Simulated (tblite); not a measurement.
C5H12BFN2.
SMILES with atom numbers: `[CH3:1][N:2]([BH:3][NH2:4])[C@@H:5]1[CH2:6][C@H:7]1[CH2:8][F:9]` (hydrogens: H10, H11, H12 on C1; H13 on B3; H14, H15 on N4; H16 on C5; H17, H18 on C6; H19 on C7; H20, H21 on C8)

Computed with GFN2-xTB (tblite), gas phase: L-BFGS steps from a force-field or distance-geometry start until the largest atomic force falls under 0.01 eV/Å.

Step 16: E = -779.6841 eV
```
atom  x, y, z in Å  |  force x, y, z in eV/Å
C1     -1.4057   -1.8179    0.7272    0.205   0.051  -0.058
N2     -1.0420   -0.5432    0.1186   -0.235   0.056   0.039
B3     -2.1057    0.3361   -0.2651   -0.277   0.138  -0.178
N4     -2.0944    1.6890    0.0862    0.538   0.138  -0.161
C5      0.2400    0.0116    0.3911   -0.160   0.232   0.006
C6      0.7314    1.0356   -0.6003    0.116  -0.090   0.004
C7      1.4704   -0.2697   -0.4356    0.197   0.363  -0.340
C8      2.8215   -0.1400    0.2204    0.084  -0.092   0.069
F9      3.0071   -1.1200    1.1722    0.117  -0.064  -0.030
H10    -2.3214   -1.7065    1.3112   -0.022  -0.061  -0.077
H11    -0.6311   -2.1565    1.4065    0.267   0.039   0.081
H12    -1.5544   -2.6061   -0.0126   -0.040   0.041  -0.169
H13    -3.0256   -0.0610   -0.8611   -0.237  -0.269   0.119
H14    -2.6864    2.4309   -0.2486   -0.099  -0.270  -0.048
H15    -1.2450    2.0498    0.4867   -0.068   0.187   0.184
H16     0.4496    0.1877    1.4430    0.069   0.090   0.180
H17     0.1380    1.1364   -1.5066    0.187   0.117   0.313
H18     1.2271    1.9422   -0.2483   -0.263  -0.263  -0.185
H19     1.4458   -0.9627   -1.2658   -0.180  -0.108   0.132
H20     3.6361   -0.2367   -0.5135   -0.110  -0.097   0.140
H21     2.9358    0.8177    0.7487   -0.087  -0.139  -0.022
```

Step 17: E = -779.7318 eV
```
atom  x, y, z in Å  |  force x, y, z in eV/Å
C1     -1.3667   -1.8264    0.7168    0.272   0.197  -0.130
N2     -1.0455   -0.5147    0.1518   -0.167   0.053   0.144
B3     -2.1192    0.3530   -0.2373   -0.211  -0.031  -0.253
N4     -2.1116    1.7187    0.0600    0.118  -0.066  -0.297
C5      0.2400    0.0421    0.4182   -0.225   0.314  -0.095
C6      0.7336    1.0461   -0.5970    0.156  -0.131  -0.006
C7      1.4588   -0.2622   -0.4228    0.041   0.174  -0.168
C8      2.8113   -0.1683    0.2309    0.048  -0.100  -0.022
F9      2.9728   -1.1791    1.1582    0.171   0.071  -0.107
H10    -2.2793   -1.7522    1.3099   -0.034  -0.132  -0.102
H11    -0.5744   -2.1691    1.3786    0.182   0.112   0.023
H12    -1.4888   -2.5889   -0.0569   -0.099   0.087  -0.084
H13    -3.0288   -0.0611   -0.8398   -0.254  -0.291   0.193
H14    -2.7533    2.4297   -0.2591    0.107  -0.328   0.008
H15    -1.2612    2.0888    0.4236    0.226   0.453   0.333
H16     0.4504    0.2556    1.4693    0.048  -0.023  -0.023
H17     0.1418    1.1260   -1.5089    0.210   0.218   0.401
H18     1.2515    1.9451   -0.2527   -0.339  -0.260  -0.263
H19     1.4084   -0.9812   -1.2347   -0.169   0.011   0.213
H20     3.6047   -0.2659   -0.5257   -0.009  -0.119   0.241
H21     2.9466    0.7807    0.7721   -0.072  -0.211  -0.007
```

Step 18: E = -779.7719 eV
```
atom  x, y, z in Å  |  force x, y, z in eV/Å
C1     -1.3264   -1.8330    0.7059    0.215   0.306  -0.150
N2     -1.0538   -0.4848    0.1860   -0.071   0.006   0.217
B3     -2.1389    0.3682   -0.2157   -0.052  -0.168  -0.223
N4     -2.1371    1.7439    0.0433    0.505  -0.007  -0.149
C5      0.2353    0.0780    0.4430   -0.185   0.260  -0.160
C6      0.7385    1.0540   -0.5944    0.123  -0.068  -0.007
C7      1.4489   -0.2519   -0.4126   -0.134  -0.156   0.115
C8      2.8029   -0.1977    0.2410   -0.037  -0.076  -0.086
F9      2.9467   -1.2351    1.1438    0.169   0.160  -0.152
H10    -2.2401   -1.8031    1.3081    0.074  -0.164  -0.188
H11    -0.5168   -2.1799    1.3526    0.055   0.217  -0.080
H12    -1.4281   -2.5712   -0.0999   -0.115   0.183   0.036
H13    -3.0376   -0.0698   -0.8226   -0.236  -0.254   0.278
H14    -2.8131    2.4252   -0.2703    0.202  -0.288   0.019
H15    -1.2677    2.1416    0.3630   -0.267   0.274   0.159
H16     0.4517    0.3188    1.4939    0.008  -0.118  -0.236
H17     0.1492    1.1226   -1.5047    0.132   0.270   0.312
H18     1.2724    1.9455   -0.2677   -0.304  -0.133  -0.229
H19     1.3700   -0.9976   -1.2026   -0.144   0.125   0.266
H20     3.5771   -0.2974   -0.5315    0.120  -0.127   0.252
H21     2.9580    0.7404    0.7956   -0.057  -0.243   0.005
```

Q: Estimate the geometry and energy of step 19. (The exact step hangs on the optimiser's Hessian estimate; all steps are aligned on step 18, rigid shifts and turns removed.)

A: E = -779.8183 eV, largest force 0.864 eV/Å
```
atom  x, y, z in Å  |  force x, y, z in eV/Å
C1     -1.2950   -1.8320    0.6946    0.158   0.291  -0.103
N2     -1.0617   -0.4652    0.2106    0.088   0.118   0.197
B3     -2.1525    0.3780   -0.1995    0.215  -0.208  -0.203
N4     -2.1165    1.7655   -0.0029   -0.558  -0.509  -0.419
C5      0.2294    0.1076    0.4564   -0.128   0.053  -0.138
C6      0.7443    1.0567   -0.5920   -0.027  -0.024  -0.009
C7      1.4432   -0.2419   -0.4081   -0.294  -0.523   0.399
C8      2.7952   -0.2191    0.2463   -0.126  -0.044  -0.140
F9      2.9298   -1.2700    1.1303    0.150   0.116  -0.094
H10    -2.2093   -1.8312    1.2970    0.089  -0.204  -0.164
H11    -0.4731   -2.1778    1.3334   -0.057   0.258  -0.165
H12    -1.3900   -2.5514   -0.1311   -0.079   0.198   0.091
H13    -3.0511   -0.0801   -0.7937   -0.220  -0.175   0.322
H14    -2.8525    2.4040   -0.2753    0.398  -0.209   0.058
H15    -1.2845    2.1728    0.3421    0.396   0.618   0.361
H16     0.4544    0.3609    1.5060   -0.038  -0.162  -0.336
H17     0.1574    1.1229   -1.4925   -0.053   0.303   0.026
H18     1.2717    1.9396   -0.2719   -0.073   0.201  -0.129
H19     1.3375   -1.0114   -1.1719   -0.113   0.179   0.209
H20     3.5568   -0.3202   -0.5314    0.274  -0.124   0.161
H21     2.9575    0.7089    0.8078   -0.002  -0.154   0.075
```

The energy changes by -0.0464 eV. The first-order estimate −F·Δx gives -0.0808 eV and the mean of the old and new forces, exact on a quadratic surface, -0.0465 eV. The step makes an angle of 71° with the force vector and moves no atom by more than 0.055 Å.

What follows is the cost of the whole relaxation. The run took 1.8 s on one thread, Arm Neoverse N1 (aarch64), shared host with 64 logical CPUs at a one-minute load of 61.
